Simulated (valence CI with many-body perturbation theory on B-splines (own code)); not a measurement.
**Valence orbitals of Au65+**

Level of theory: valence CI with perturbative core correlation (CI+MBPT): four valence electrons over a frozen Dirac-Fock core [Ne], a basis of 11 s, 11 p, 10 d, 8 f, 5 g, 2 h functions for each j, with the one-electron correlation potential Σ1, the two-electron term Σ2, the three-electron term Σ3, Breit, model QED; selected CI, second order for the rest, scaled by the run's own slope (own B-spline code, finite nucleus).

No measured spectrum was set against this ion. As an estimate, large intervals hold to a few tenths of a per cent, small ones and those within an open d or f shell to about a per cent. Among the levels kept, up to 590 cm⁻¹ of a level comes from second order outside the variational space, and about a tenth of that is noise between levels of different J, which matters for small intervals.

These are the spectroscopic orbitals of the CI (the correlating ones are not listed), shaped by the core and the other valence electrons. h is the expectation value of the core's Dirac-Fock operator, without the valence repulsion; Σ1 is computed up to l = 3 at one energy for each symmetry, that of its lowest orbital but kept below the first core excitation, so for empty shells it is not the orbital's own correlation shift; Breit and QED include the response of the core.

```
Orbital  h (hartree)  Σ1 (cm⁻¹)  Breit (cm⁻¹)  QED (cm⁻¹)  ⟨r⟩ (bohr)
  3s1/2      -307.53      -7654         60577       51985      0.1696
  4s1/2      -166.95      -2588         23418       20844      0.3148
  5s1/2       -104.5      -1189         11137       10197      0.5065
  6s1/2      -71.486       -650          6222        5741      0.7434
  7s1/2      -51.948       -395          3826        3546       1.026
  8s1/2      -39.444       -258          2520        2342       1.353
  3p1/2      -300.98     -10089        101970        4515      0.1589
  4p1/2      -164.23      -3347         39481        1825      0.3064
  5p1/2      -103.14      -1546         18967         907      0.4997
  6p1/2      -70.709       -847         10643         515      0.7382
  7p1/2      -51.465       -516          6563         320       1.022
  8p1/2      -39.123       -338          4331         212       1.351
  3p3/2      -282.03      -8202         53607        8343      0.1711
  4p3/2      -156.47      -2867         21025        3388      0.3227
  5p3/2      -99.245      -1354         11476        1695      0.5202
  6p3/2      -68.485       -751          6494         967      0.7629
  7p3/2      -50.078       -461          4029         602       1.051
  8p3/2      -38.201       -304          2672         401       1.384
  3d3/2      -274.48     -10428         45940       -1206      0.1459
  4d3/2      -153.58      -2977         16751        -349      0.3000
  5d3/2      -97.826      -1334          7975        -148      0.4996
  6d3/2      -67.683       -725          4450       -77.1      0.7444
  7d3/2       -49.58       -441          2739       -45.5       1.035
  3d5/2      -270.16      -8877         22002        1068      0.1496
  4d5/2      -151.72      -2518          7878         573      0.3046
  5d5/2      -96.871      -1131          3874         315      0.5052
  6d5/2      -67.129       -617          2167         188      0.7511
  7d5/2      -49.232       -376          1337         120       1.042
  4f5/2      -150.19      -2522          1727        -283      0.2647
  5f5/2       -96.11      -1226          1179        -148      0.4667
  6f5/2      -66.697       -691           728       -85.8      0.7140
  7f5/2      -48.963       -428           484       -54.0       1.007
  4f7/2      -149.39      -2349           541         154      0.2670
  5f7/2      -95.695      -1135           365        76.3      0.4693
  6f7/2      -66.456       -638           216        43.8      0.7170
  7f7/2      -48.811       -395           144        27.5       1.010
  5g7/2       -95.55                     40.4       -72.0      0.4121
  6g7/2       -66.37                     39.9       -42.4      0.6602
  7g7/2      -48.756                     31.0       -27.0      0.9539
  5g9/2      -95.307                      9.1        54.8      0.4138
  6g9/2      -66.229                      9.0        31.5      0.6621
  7g9/2      -48.667                      6.7        19.7      0.9560
  6h9/2       -66.21                                           0.5877
 6h11/2      -66.118                                           0.5890
```

Among the shells of the start configuration 3s2 3p2, Σ1 is largest in size for 3p1/2, where it is 0.015 % of h.

Lowest root of each symmetry, sizes in configuration state functions:

```
J  Parity  Roots  Reference  Variational  Second order  Change by selected CI (cm⁻¹)  Change by second order (cm⁻¹)
0    even     13         61        22935         42358                        -12307                              0
1    even     18        125        31998        149620                        -10567                            -49
2    even     27        164        31999        212848                        -11385                           -201
3    even     16        123        32000        268464                        -13836                           -204
4    even     12         79        31999        243751                        -13230                           -272
5    even      3         28        32000         69933                        -12817                            -39
0     odd     10         50        23895         39031                        -10507                             -1
1     odd     23        134        31996        149928                        -12103                            -95
2     odd     25        164        31998        232196                        -10113                           -163
3     odd     19        138        31997        268627                        -12471                           -263
4     odd     12         86        31999        260471                        -10816                           -239
5     odd      4         39        31995        106614                        -17726                            -86
6     odd      1         12        19954         79842                        -14630                            -24
```
